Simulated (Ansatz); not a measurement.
`[GeH3][GeH2][SiH2][GeH2][GeH3]` + `NB(O)Cl` → `NB(Cl)[O][GeH3]` + `[GeH3][SiH2][GeH2][GeH3]`  (cleavage of the Ge–Ge bond)

Computed with Ansatz on PBE0-D4/def2-TZVP structures; ΔE is electronic, products minus reactants. CCSD(T)/CBS is the MP2 limit (def2-TZVPP, def2-QZVPP) plus CCSD(T) − MP2 in def2-TZVPP, frozen cores. Functionals use def2-TZVPP. For Ge outer-core shells are correlated without core-valence functions, which leaves a few kJ/mol of doubt a bond. Scalar relativity is left out up to krypton. One conformer a species, not always the lowest.

`[GeH3][GeH2][SiH2][GeH2][GeH3]`:

Cartesian coordinates in Å:
```
Ge -0.945 -1.731 1.814
Ge -0.053 -1.960 -0.429
Si -0.800 -0.153 -1.785
Ge -0.407 1.872 -0.599
Ge 1.866 1.908 0.241
H -2.482 -1.707 1.769
H -0.495 -2.894 2.712
H -0.457 -0.411 2.435
H -0.476 -3.317 -1.022
H 1.485 -1.935 -0.355
H -0.059 -0.129 -3.076
H -2.252 -0.314 -2.076
H -1.379 1.957 0.594
H -0.651 3.101 -1.495
H 2.160 3.214 0.996
H 2.083 0.725 1.200
H 2.861 1.776 -0.924
```

`NB(O)Cl`:

Cartesian coordinates in Å:
```
N 0.139 -0.110 1.092
B -0.059 0.144 -0.263
O 0.060 -0.852 -1.182
Cl -0.474 1.801 -0.791
H 0.060 0.599 1.796
H 0.373 -1.027 1.428
H -0.099 -0.555 -2.080
```

`NB(Cl)[O][GeH3]`:

Z-matrix (Å, degrees):
```
Ge
O 1 1.782
H 1 1.530 2 105.4
H 1 1.534 2 107.6 3 -120.1
H 1 1.541 2 109.0 3 119.7
B 2 1.351 1 130.2 3 -149.5
Cl 6 1.786 2 117.0 1 -175.1
N 6 1.402 2 125.7 1 4.9
H 8 1.005 6 123.8 2 2.7
H 8 1.004 6 121.7 2 179.3
```

`[GeH3][SiH2][GeH2][GeH3]`:

Cartesian coordinates in Å:
```
Ge 1.287 -0.448 1.974
Si -0.983 -0.483 1.264
Ge -1.233 0.865 -0.681
Ge 0.331 0.154 -2.391
H 1.745 1.000 2.219
H 1.485 -1.249 3.271
H 2.185 -1.057 0.883
H -1.865 0.006 2.359
H -1.373 -1.882 0.938
H -0.949 2.337 -0.326
H -2.671 0.779 -1.227
H 1.772 0.351 -1.892
H 0.142 0.964 -3.684
H 0.125 -1.336 -2.707
```

```
                         species  r2SCAN0-D4 energy (Eh)
`[GeH3][GeH2][SiH2][GeH2][GeH3]`             -8604.61205
                       `NB(O)Cl`              -616.92973
               `NB(Cl)[O][GeH3]`             -2695.11291
      `[GeH3][SiH2][GeH2][GeH3]`             -6526.41835
```

Question: Work out ΔE.

Answer: ΔE = (-2695.11291) + (-6526.41835) − (-8604.61205) − (-616.92973) = 0.01052 Eh = +0.29 eV. CCSD(T)/CBS gives +0.26 eV.

Largest T1 diagnostic among the species: 0.012.

In def2-TZVPP, CCSD(T) changes the Hartree–Fock value by +0.25 eV (the triples alone add +0.02 eV) and MP2 by +0.27 eV. From BLYP to BHLYP (50 % exact exchange), in def2-TZVPP and without D4, ΔE moves by −0.06 eV. The D4 term adds +0.07 eV with B3LYP and +0.04 eV with PBE0; it sums over pairs of atoms, weighted by their polarisabilities, and B3LYP, whose exchange is more repulsive, gets the larger term.

B3LYP here is the variant with VWN-RPA as its local correlation; programs differ in this.
